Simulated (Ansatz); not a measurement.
## Nudged elastic band run: BFH5NSi

Input:

```yaml
crystal:
  periodic: [false, false, false]
  atoms:
    - { symbol: F, position_ang: [0.598241, -0.296243, -1.999439] }
    - { symbol: B, position_ang: [1.009193, 0.5812, -1.053237] }
    - { symbol: "N", position_ang: [0.399335, 0.520107, 0.208798] }
    - { symbol: Si, position_ang: [-0.884012, -0.613596, 0.697716] }
    - { symbol: H, position_ang: [1.875567, 1.372452, -1.328003] }
    - { symbol: H, position_ang: [0.721018, 1.185856, 0.905745] }
    - { symbol: H, position_ang: [-2.100748, -0.438283, -0.14926] }
    - { symbol: H, position_ang: [-0.414019, -2.026919, 0.598364] }
    - { symbol: H, position_ang: [-1.204576, -0.284574, 2.119326] }
basis:
  gaussian: { orbitals: cc-pVDZ }
hamiltonian:
  xc: b3lyp
  dispersion: d4
neb:
  order_check: false
  images: 7
  f_tol: 0.03
  max_iterations: 6
  final_atoms:
    - { symbol: F, position_ang: [2.08631357, 1.19070176, -1.35781048] }
    - { symbol: B, position_ang: [0.86140748, 0.6831309, -1.09818158] }
    - { symbol: "N", position_ang: [0.59946253, 0.14110157, 0.17155538] }
    - { symbol: Si, position_ang: [-0.91906811, -0.57451992, 0.73800344] }
    - { symbol: H, position_ang: [0.0245401, 0.71160523, -1.96375162] }
    - { symbol: H, position_ang: [1.37825884, 0.16880258, 0.83017959] }
    - { symbol: H, position_ang: [-1.891023, -0.50050665, -0.38806609] }
    - { symbol: H, position_ang: [-0.70204562, -1.99746233, 1.14529165] }
    - { symbol: H, position_ang: [-1.43784679, 0.17714686, 1.92278971] }
  initial_path:
    images:
      - { positions_ang: [[0.598241, -0.296243, -1.999439], [1.009193, 0.5812, -1.053237], [0.399335, 0.520107, 0.208798], [-0.884012, -0.613596, 0.697716], [1.875567, 1.372452, -1.328003], [0.721018, 1.185856, 0.905745], [-2.100748, -0.438283, -0.14926], [-0.414019, -2.026919, 0.598364], [-1.204576, -0.284574, 2.119326]] }
      - { positions_ang: [[0.52728034, 0.16682573, -1.96333543], [0.98052908, 0.59402101, -1.06275979], [0.39892123, 0.49549612, 0.20485855], [-0.87064966, -0.63701295, 0.70503349], [1.8571786, 1.04017886, -1.38214478], [0.74514775, 1.13253287, 0.91055155], [-1.99893762, -0.58512556, -0.21254265], [-0.34909022, -1.99426317, 0.76299885], [-1.2903805, -0.21265291, 2.03735019]] }
      - { positions_ang: [[0.45631968, 0.62989446, -1.92723185], [0.95186516, 0.60684201, -1.07228258], [0.39850745, 0.47088525, 0.20091911], [-0.85728732, -0.6604299, 0.71235098], [1.83879019, 0.70790572, -1.43628655], [0.7692775, 1.07920975, 0.91535811], [-1.89712725, -0.73196812, -0.27582529], [-0.28416143, -1.96160734, 0.9276337], [-1.376185, -0.14073181, 1.95537438]] }
      - { positions_ang: [[0.38535903, 1.09296319, -1.89112828], [0.92320125, 0.61966302, -1.08180536], [0.39809368, 0.44627437, 0.19697966], [-0.84392497, -0.68384685, 0.71966847], [1.82040179, 0.37563257, -1.49042833], [0.79340725, 1.02588662, 0.92016466], [-1.79531687, -0.87881068, -0.33910794], [-0.21923265, -1.92895152, 1.09226855], [-1.4619895, -0.06881072, 1.87339858]] }
      - { positions_ang: [[0.31439837, 1.55603192, -1.85502471], [0.89453733, 0.63248402, -1.09132815], [0.39767991, 0.42166349, 0.19304021], [-0.83056263, -0.7072638, 0.72698596], [1.80201338, 0.04335943, -1.5445701], [0.817537, 0.9725635, 0.92497122], [-1.6935065, -1.02565325, -0.40239059], [-0.15430387, -1.89629569, 1.2569034], [-1.54779399, 0.00311037, 1.79142277]] }
      - { positions_ang: [[0.75737717, 1.46469938, -1.73072115], [0.88625486, 0.64514574, -1.09304151], [0.44812556, 0.35152301, 0.18766901], [-0.852689, -0.67407783, 0.72974033], [1.35764506, 0.21042088, -1.64936548], [0.95771746, 0.77162327, 0.90127331], [-1.74288562, -0.8943666, -0.39880946], [-0.29123931, -1.92158735, 1.22900046], [-1.52030719, 0.04661949, 1.8242645]] }
      - { positions_ang: [[1.20035597, 1.37336684, -1.6064176], [0.8779724, 0.65780746, -1.09475486], [0.49857122, 0.28138253, 0.1822978], [-0.87481537, -0.64089186, 0.7324947], [0.91327674, 0.37748233, -1.75416086], [1.09789792, 0.57068304, 0.8775754], [-1.79226475, -0.76307995, -0.39522834], [-0.42817474, -1.94687901, 1.20109753], [-1.49282039, 0.09012861, 1.85710624]] }
      - { positions_ang: [[1.64333477, 1.2820343, -1.48211404], [0.86968994, 0.67046918, -1.09646822], [0.54901687, 0.21124205, 0.17692659], [-0.89694174, -0.60770589, 0.73524907], [0.46890842, 0.54454378, -1.85895624], [1.23807838, 0.36974281, 0.8538775], [-1.84164387, -0.6317933, -0.39164722], [-0.56511018, -1.97217067, 1.17319459], [-1.46533359, 0.13363774, 1.88994798]] }
      - { positions_ang: [[2.08631357, 1.19070176, -1.35781048], [0.86140748, 0.6831309, -1.09818158], [0.59946253, 0.14110157, 0.17155538], [-0.91906811, -0.57451992, 0.73800344], [0.0245401, 0.71160523, -1.96375162], [1.37825884, 0.16880258, 0.83017959], [-1.891023, -0.50050665, -0.38806609], [-0.70204562, -1.99746233, 1.14529165], [-1.43784679, 0.17714686, 1.92278971]] }
```

Command:

```bash
$ ansatz run input.yaml --threads 1 --pin off --max-ram 2048MiB --backend cpu --events-out ev --progress --plain --runs-dir out
```

Output, in part (warnings, iteration lines):

```
NEB end point (image 0): max|allowed force component| = 1.070e-2 eV/Å (the criterion of neb.relax_end_points is 1.000e-2)
NEB end point (image 8): max|allowed force component| = 1.002e-2 eV/Å (the criterion of neb.relax_end_points is 1.000e-2)
NEB iter   1: max|band force component| = 6.769e1 eV/Å  barrier→ = 21.6556 eV  barrier← = 21.6762 eV  Δτ_max = 0.1990 Å  (213 SCF iters)
NEB iter   2: max|band force component| = 5.342e1 eV/Å  barrier→ = 12.5475 eV  barrier← = 12.5681 eV  Δτ_max = 0.1992 Å  (219 SCF iters)
NEB iter   3: max|band force component| = 1.605e1 eV/Å  barrier→ = 3.9232 eV  barrier← = 3.9438 eV  Δτ_max = 0.1978 Å  (203 SCF iters)
NEB iter   4: max|band force component| = 8.707e0 eV/Å  barrier→ = 1.8155 eV  barrier← = 1.8361 eV  Δτ_max = 0.1996 Å  (209 SCF iters)
NEB iter   5: max|band force component| = 3.639e0 eV/Å  barrier→ = 0.8664 eV  barrier← = 0.8870 eV  Δτ_max = 0.2000 Å  (192 SCF iters)
NEB iter   6: max|band force component| = 9.344e-1 eV/Å  barrier→ = 0.8459 eV  barrier← = 0.8665 eV  Δτ_max = 0.1991 Å  (203 SCF iters)
Error: NEB band did not converge after 6 iterations: max|band force component| = 9.34e-1 eV/Å (threshold 3.0e-2); raise `neb.max_iterations` in a new run, which can start from the last band evaluated (`neb.initial_path`, with `crystal.atoms` and `neb.final_atoms` set to its first and last images), …
```

The run ended unconverged. The band didn't meet its force threshold, so its energies are provisional: the largest band force was still 0.93 eV/Å, and over the last iterations the top moved between 0.85 and 1.82 eV.

Final band (atoms are numbered from 1 in the order of the input):

```tsv
image	path coordinate (Å)	energy (kcal/mol)	dihedral F1–B2–N3–Si4 (°)
0	0.00	0.0	0
1	0.89	0.4	6
2	1.78	1.7	20
3	2.67	6.6	51
4	3.57	19.1	87
5	4.38	19.5	84
6	5.13	10.4	116
7	5.87	1.4	155
8	6.62	-0.5	180
```

Run time: 2.1 min on 1 thread of Arm Neoverse V2, on a shared host, peak memory 0.16 GiB.
